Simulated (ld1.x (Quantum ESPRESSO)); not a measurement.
## Tc (Z = 43), TM semilocal: configuration errors across variants

| Quantity | Value |
| --- | --- |
| Element | technetium (Tc) |
| Generator | ld1.x (Quantum ESPRESSO) 7.5 |
| Type | norm-conserving Troullier–Martins (semilocal form) |
| Functional | LDA (PZ) |
| Relativity | scalar-relativistic |
| Frozen core | [Ar] 3d10 |
| Valence charge | 15 |
| Reference configuration | 4s2 4p6 4d5 5s2 5p0 |
| Partial waves | 4p (bound): rc 1.55 bohr; 4d (bound): rc 1.55 bohr; 4s (bound): rc 1.50 bohr |
| Local potential | the s channel |
| Core correction | none |

Occupied shells without a wave of their own: 5s. They enter only through the test configuration that unscreens the potential.

All-electron excitation energies from the reference (eV): (1) 4s2 4p6 4d5 5s1 5p0 8.432; (2) 4s2 4p6 4d5 5s0 5p0 23.634; (3) 4s2 4p6 4d4 5s0 5p0 52.562; (4) 4s2 4p6 4d4 5s2 5p1 6.603; (5) 4s2 4p6 4d5 5s1 5p1 3.839; (6) 4s2 4p6 4d6 5s1 5p0 -0.865; (7) 4s2 4p6 4d5 5s0 5p2 7.895; (8) 4s2 4p6 4d5 5s2 5p0 spin -3.495; (9) 4s2 4p6 4d5 5s1 5p0 spin 3.832.

Spin tests fill each open shell by Hund’s rule, majority spin first.

A semilocal file is local in each channel, so a ghost entry of none says nothing of the separable form that plane-wave codes build from it.

For the base: The 5s level has no wave, so the channel is fitted at the deeper level alone: the likely source of the large errors.

Tests that are not counted but printed errors over 1 eV. “all radii scaled by about 1.29 (s 1.94, p 2.00, d 2.00 bohr)”: 4s2 4p6 4d4 5s2 5p1 (solver errors, printed error -5.9 eV). “all radii scaled by about 1.40 (s 2.10, p 2.18, d 2.18 bohr)”: all (the test run did not reproduce the reference configuration, from which every error is measured).

The file “base” misses its own reference levels by 0.7 eV. The file “all radii scaled by about 0.90 (s 1.36, p 1.40, d 1.40 bohr)” misses its own reference levels by 0.3 eV. The file “all radii scaled by about 1.08 (s 1.62, p 1.68, d 1.68 bohr)” misses its own reference levels by 1.1 eV. The file “all radii scaled by about 1.13 (s 1.70, p 1.76, d 1.76 bohr)” misses its own reference levels by 1.5 eV. The file “all radii scaled by about 1.29 (s 1.94, p 2.00, d 2.00 bohr)” misses its own reference levels by 3.2 eV. The file “all radii scaled by about 1.40 (s 2.10, p 2.18, d 2.18 bohr)” misses its own reference levels by 4.5 eV.

Errors AE − PS in meV (a dash: test not solved or not reliable):

| change | (1) | (2) | (3) | (4) | (5) | (6) | (7) | (8) | (9) | bound ghosts |
| --- | --- | --- | --- | --- | --- | --- | --- | --- | --- | --- |
| base | -874 | -2199 | -3107 | +119 | -671 | -550 | -1440 | +192 | -549 | none |
| all radii scaled by about 0.73 (s 1.10, p 1.14, d 1.14 bohr) | -103 | -259 | -365 | +30 | -69 | -63 | -147 | +181 | +118 | none |
| all radii scaled by about 0.83 (s 1.24, p 1.28, d 1.28 bohr) | -204 | -513 | -729 | +41 | -148 | -125 | -315 | +186 | +35 | none |
| all radii scaled by about 0.90 (s 1.36, p 1.40, d 1.40 bohr) | -425 | -1071 | -1521 | +69 | -319 | -263 | -681 | +190 | -156 | none |
| all radii scaled by about 1.08 (s 1.62, p 1.68, d 1.68 bohr) | -1427 | -3586 | -5026 | +170 | -1114 | -918 | -2403 | +192 | -1040 | none |
| all radii scaled by about 1.13 (s 1.70, p 1.76, d 1.76 bohr) | -1921 | -4817 | -6702 | +206 | -1519 | -1258 | -3287 | +192 | -1482 | none |
| all radii scaled by about 1.29 (s 1.94, p 2.00, d 2.00 bohr) | -3979 | -9772 | -13779 | – | -3097 | -2283 | -6697 | +233 | -3343 | none |
| all radii scaled by about 1.40 (s 2.10, p 2.18, d 2.18 bohr) | – | – | – | – | – | – | – | – | – | none |

(1) Give the same row for: all radii scaled by about 1.23 (s 1.84, p 1.90, d 1.90 bohr).

Answers

(1) -3033, -7521, -10558, -4524, -2383, -1838, -5156, +210, -2483; bound ghosts: none.
